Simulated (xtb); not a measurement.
C$_{5}$H$_{13}$O$_{3}$Si (SMILES CCO[Si](C)([O])OCC), doublet, at a GFN2-xTB geometry; GFN2-xTB run with xtb 6.7.1.

Here is a job for xtb.
```
$ xtb mol.xyz --gfn 2 --uhf 1 --acc 0.1 --json

# file mol.xyz
22

C      2.95893654     0.38689636     0.63473230
C      1.69263355     1.15549515     0.98434256
O      0.52673530     0.40969354     0.77593955
Si     0.02485384    -0.27257405    -0.62496166
C      0.58416436    -2.20764428    -0.32958892
O      0.61384821     0.03320750    -2.00139191
O     -1.57080562    -0.53350328    -0.43573956
C     -2.45533194    -0.11798617     0.56287740
C     -2.56361505     1.39653957     0.64998372
H      3.83114492     0.99586567     0.85512287
H      3.01227456    -0.53263596     1.21271682
H      2.94846709     0.14346386    -0.42371502
H      1.64586651     2.06705104     0.37760184
H      1.69488402     1.43071731     2.04558358
H      1.62611951    -2.25967722    -0.59298640
H      0.39468657    -2.42592751     0.70846750
H     -0.03920568    -2.77063351    -1.00169045
H     -3.42587355    -0.55939607     0.30615436
H     -2.13880731    -0.52060528     1.53356867
H     -2.84308328     1.80121798    -0.31916021
H     -3.31085018     1.67566247     1.38813488
H     -1.60252520     1.81594797     0.93511761
```

Output, abridged:

```
   ID    Z sym.   atoms
    1    6 C      1, 2, 5, 8, 9
    2    8 O      3, 6, 7
    3   14 Si     4
    4    1 H      10-22

           -------------------------------------------------
          |                Calculation Setup                |
           -------------------------------------------------

           -------------------------------------------------
          |                 G F N 2 - x T B                 |
           -------------------------------------------------

          ...................................................
          :                      SETUP                      :
          :.................................................:
          :  # basis functions                  55          :
          :  # atomic orbitals                  54          :
          :  # shells                           32          :
          :  # electrons                        55          :
          :  max. iterations                   250          :
          :  Hamiltonian                  GFN2-xTB          :
          :  restarted?                      false          :
          :  GBSA solvation                  false          :
          :  PC potential                    false          :
          :  electronic temp.          300.0000000     K    :
          :  accuracy                    0.1000000          :
          :  -> integral cutoff          0.3500000E+02      :
          :  -> integral neglect         0.1000000E-08      :
          :  -> SCF convergence          0.1000000E-06 Eh   :
          :  -> wf. convergence          0.1000000E-04 e    :
          :  Broyden damping             0.4000000          :
          :  net charge                          0          :
          :  unpaired electrons                  1          :
          ...................................................

 iter      E             dE          RMSdq      gap      omega  full diag
   1    -31.5324774 -0.315325E+02  0.615E+00    8.23       0.0  T
   2    -31.6065566 -0.740792E-01  0.439E+00    7.76       1.0  T
   3    -31.6112575 -0.470083E-02  0.237E+00    7.72       1.0  T
   4    -31.6481387 -0.368813E-01  0.121E+00    7.59       1.0  T
   5    -31.6488351 -0.696379E-03  0.821E-01    7.80       1.0  T
   6    -31.6486101  0.224992E-03  0.456E-01    7.66       1.0  T
   7    -31.6507256 -0.211552E-02  0.135E-01    7.85       1.0  T
   8    -31.6507294 -0.374001E-05  0.725E-02    7.87       1.0  T
   9    -31.6507994 -0.700271E-04  0.127E-02    7.86       1.7  T
  10    -31.6507996 -0.190397E-06  0.909E-03    7.86       2.3  T
  11    -31.6507997 -0.110268E-06  0.308E-03    7.86       6.9  T
  12    -31.6507998 -0.100372E-06  0.209E-03    7.86      10.2  T
  13    -31.6507998 -0.130358E-07  0.953E-04    7.86      22.4  T
  14    -31.6507998 -0.368597E-08  0.348E-04    7.86      61.2  T
  15    -31.6507998 -0.181898E-08  0.847E-05    7.86     251.6  T
  16    -31.6507998 -0.509068E-10  0.552E-05    7.86     386.6  T

   *** convergence criteria satisfied after 16 iterations ***

         :::::::::::::::::::::::::::::::::::::::::::::::::::::
         ::                     SUMMARY                     ::
         :::::::::::::::::::::::::::::::::::::::::::::::::::::
         :: total energy             -31.321739885392 Eh    ::
         :: gradient norm              0.000081237478 Eh/a0 ::
         :: HOMO-LUMO gap              7.856781413997 eV    ::
         ::.................................................::
         :: SCC energy               -31.650685711544 Eh    ::
         :: -> isotropic ES            0.083605351325 Eh    ::
         :: -> anisotropic ES          0.006219827113 Eh    ::
         :: -> anisotropic XC          0.003327305307 Eh    ::
         :: -> dispersion             -0.015691870621 Eh    ::
         :: repulsion energy           0.328945826152 Eh    ::
         :: add. restraining           0.000000000000 Eh    ::
[...]
     4  14 Si       3.251     0.634   124.831    23.079
     5   6 C        3.613    -0.127    23.485     6.995
     6   8 O        0.771    -0.424    22.211     6.317
     7   8 O        1.621    -0.340    19.739     5.997
     8   6 C        3.719     0.087    19.252     6.267
     9   6 C        3.750    -0.120    22.860     6.819
    10   1 H        0.925     0.050     2.326     2.385
    11   1 H        0.925     0.046     2.370     2.407
    12   1 H        0.925     0.060     2.198     2.318
    13   1 H        0.924     0.033     2.541     2.493
    14   1 H        0.924     0.041     2.439     2.442
    15   1 H        0.926     0.067     2.114     2.274
    16   1 H        0.926     0.067     2.113     2.273
    17   1 H        0.926     0.069     2.095     2.264
    18   1 H        0.924     0.050     2.323     2.384
    19   1 H        0.924     0.045     2.384     2.415
    20   1 H        0.925     0.054     2.274     2.358
    21   1 H        0.925     0.048     2.349     2.397
    22   1 H        0.925     0.054     2.270     2.356

 Mol. C6AA /au·bohr⁶  :       4492.275712
 Mol. C8AA /au·bohr⁸  :     118642.027830
 Mol. α(0) /au        :        105.369903

Wiberg/Mayer (AO) data.
largest (>0.10) Wiberg bond orders for each atom

 ---------------------------------------------------------------------------
     #   Z sym  total        # sym  WBO       # sym  WBO       # sym  WBO
 ---------------------------------------------------------------------------
     1   6 C    3.992 --     2 C    1.007    11 H    0.987    12 H    0.986
                            10 H    0.984
     2   6 C    3.946 --     1 C    1.007     3 O    0.989    13 H    0.973
                            14 H    0.970
     3   8 O    2.285 --     4 Si   1.063     2 C    0.989
     4  14 Si   4.411 --     6 O    1.847     7 O    1.065     3 O    1.063
                             5 C    0.444
     5   6 C    3.725 --    17 H    1.001    15 H    1.000    16 H    0.995
                             4 Si   0.444     6 O    0.127
     6   8 O    2.179 --     4 Si   1.847     5 C    0.127
     7   8 O    2.301 --     4 Si   1.065     8 C    0.987
     8   6 C    3.944 --     9 C    1.012     7 O    0.987    18 H    0.962
                            19 H    0.959
     9   6 C    3.994 --     8 C    1.012    20 H    0.986    22 H    0.983
                            21 H    0.983
    10   1 H    0.997 --     1 C    0.984
    11   1 H    0.998 --     1 C    0.987
    12   1 H    0.996 --     1 C    0.986
    13   1 H    0.999 --     2 C    0.973
    14   1 H    0.998 --     2 C    0.970
    15   1 H    0.995 --     5 C    1.000
    16   1 H    0.995 --     5 C    0.995
    17   1 H    0.995 --     5 C    1.001
    18   1 H    0.997 --     8 C    0.962
    19   1 H    0.998 --     8 C    0.959
    20   1 H    0.997 --     9 C    0.986
    21   1 H    0.996 --     9 C    0.983
    22   1 H    0.997 --     9 C    0.983
 ---------------------------------------------------------------------------

Topologies differ in total number of bonds
Writing topology from bond orders to xtbtopo.mol

molecular dipole:
                 x           y           z       tot (Debye)
 q only:        0.003      -0.231       1.198
   full:       -0.118      -0.382       1.869       4.859
molecular quadrupole (traceless):
                xx          xy          yy          xz          yz          zz
 q only:        5.844      -1.263       3.167       0.382       1.347      -9.011
  q+dip:        5.448      -0.735       4.080       1.495       0.171      -9.527
   full:        6.438      -1.307       5.931       2.031       1.078     -12.369

           -------------------------------------------------
          | TOTAL ENERGY              -31.321739885392 Eh   |
          | GRADIENT NORM               0.000081237478 Eh/α |
          | HOMO-LUMO GAP               7.856781413997 eV   |
           -------------------------------------------------

normal termination of xtb
```
